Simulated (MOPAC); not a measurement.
MOPAC input (PM7):

```
PM7 PRECISE GNORM=0.05 LET XYZ GEO-OK AUX(PRECISION=9) THREADS=1
HAl

Al   -0.00000000 1   -0.00000000 1   -0.11870982 1
H     0.00000000 1    0.00000000 1    1.54322771 1
```

What heat of formation does the run end on?

44.92 kcal/mol.
